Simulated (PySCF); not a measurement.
Compound: C₂H₁₁AlOSSi.
SMILES with atom numbers: `[CH3:1][S@+:2]([AlH3-:3])[CH2:4][O:5][SiH3:6]` (hydrogens: H7, H8, H9 on C1; H10, H11, H12 on Al3; H13, H14 on C4; H15, H16, H17 on Si6)

Method: PBE0-D3(BJ)/def2-SVP geometry optimisation, gas phase (PySCF); density fitting, grid level 1; the optimiser is geomeTRIC in internal coordinates, started from a GFN2-xTB structure with every atom displaced at random (about 0.01 Å).

Step 3: E = -29584.5301 eV
```
atom  x, y, z in Å  |  force x, y, z in eV/Å
C1     -0.5198   -1.7321    0.4359   -0.003  -0.028   0.017
S2     -0.6536   -0.0144    1.0017   -0.014  -0.032  -0.151
Al3    -2.8933    0.5879    0.0694   -0.003   0.002   0.038
C4      0.3843    0.8114   -0.2889   -0.033   0.115   0.118
O5      1.6490    0.2862   -0.3666    0.084  -0.116  -0.014
Si6     2.8539    0.4291    0.8024    0.033   0.052   0.093
H7     -0.5179   -2.3783    1.3232   -0.036   0.010  -0.021
H8      0.4375   -1.8364   -0.0933    0.007   0.002   0.031
H9     -1.3537   -1.9936   -0.2308    0.019   0.030   0.009
H10    -2.8393    2.1806    0.2613    0.017  -0.041   0.006
H11    -2.5911    0.0100   -1.4049    0.007   0.023   0.035
H12    -3.8171   -0.3069    1.0259    0.033   0.025  -0.010
H13    -0.1291    0.6929   -1.2542   -0.001  -0.022  -0.031
H14     0.3685    1.8755    0.0112   -0.054   0.000  -0.045
H15     3.0292    1.8716    1.1607   -0.026  -0.054  -0.016
H16     4.0845   -0.1254    0.1794   -0.048   0.018  -0.009
H17     2.4912   -0.3460    2.0279    0.018   0.014  -0.050
```

Step 4: E = -29584.5460 eV
```
atom  x, y, z in Å  |  force x, y, z in eV/Å
C1     -0.5428   -1.7799    0.3905    0.038  -0.106  -0.056
S2     -0.6346   -0.0627    0.9437    0.002   0.068   0.049
Al3    -2.8777    0.6452    0.1333   -0.040  -0.042  -0.030
C4      0.4141    0.7349   -0.3450    0.016   0.050   0.006
O5      1.6938    0.2326   -0.3670   -0.012  -0.051   0.000
Si6     2.8438    0.4825    0.8393    0.061   0.036   0.070
H7     -0.5807   -2.4261    1.2770   -0.065   0.023  -0.010
H8      0.4260   -1.9184   -0.1101   -0.001   0.014   0.027
H9     -1.3655   -2.0171   -0.2990    0.011   0.023   0.013
H10    -2.7623    2.2283    0.3591    0.049  -0.022   0.000
H11    -2.6556    0.0819   -1.3618   -0.005   0.030   0.031
H12    -3.8091   -0.2207    1.1087    0.054   0.003  -0.006
H13    -0.0682    0.5645   -1.3190   -0.007  -0.001  -0.019
H14     0.3684    1.8106   -0.0937   -0.048  -0.002  -0.028
H15     2.8868    1.9400    1.1739   -0.022  -0.048   0.006
H16     4.1373    0.0245    0.2687   -0.037   0.006  -0.022
H17     2.5096   -0.3078    2.0615    0.007   0.019  -0.029
```

Q: Estimate the geometry and energy of step 5. (The exact step hangs on the optimiser's Hessian estimate; all steps are aligned on step 4, rigid shifts and turns removed.)

A: E = -29584.5559 eV, largest force 0.148 eV/Å
```
atom  x, y, z in Å  |  force x, y, z in eV/Å
C1     -0.5605   -1.8082    0.3715    0.041  -0.079  -0.059
S2     -0.6239   -0.0879    0.9155    0.023   0.069   0.129
Al3    -2.8553    0.6771    0.1632   -0.040  -0.046  -0.037
C4      0.4262    0.6911   -0.3772    0.031  -0.012  -0.064
O5      1.7149    0.2078   -0.3668   -0.048   0.010   0.012
Si6     2.8327    0.5148    0.8580    0.039   0.010   0.013
H7     -0.6535   -2.4483    1.2579   -0.059   0.018  -0.002
H8      0.4229   -1.9766   -0.0896   -0.001   0.010   0.022
H9     -1.3642   -2.0222   -0.3467    0.007   0.015  -0.003
H10    -2.6809    2.2507    0.4083    0.038  -0.003  -0.005
H11    -2.6822    0.1262   -1.3414   -0.012   0.023   0.010
H12    -3.7803   -0.1727    1.1558    0.030  -0.009  -0.002
H13    -0.0378    0.4846   -1.3537   -0.008   0.005  -0.003
H14     0.3546    1.7729   -0.1611   -0.014   0.000  -0.009
H15     2.7743    1.9664    1.2076   -0.011  -0.018   0.015
H16     4.1567    0.1474    0.2938   -0.014   0.002  -0.013
H17     2.5396   -0.3109    2.0651   -0.002   0.006  -0.005
```

The energy changes by -0.0100 eV. The first-order estimate −F·Δx gives -0.0123 eV and the mean of the old and new forces, exact on a quadratic surface, -0.0090 eV. The step makes an angle of 81° with the force vector and moves no atom by more than 0.127 Å.

The cost below is that of the whole optimisation. Time: 2.5 min wall; peak memory 0.61 GiB. Hardware: an Arm Neoverse V1 with one thread, on a shared host.
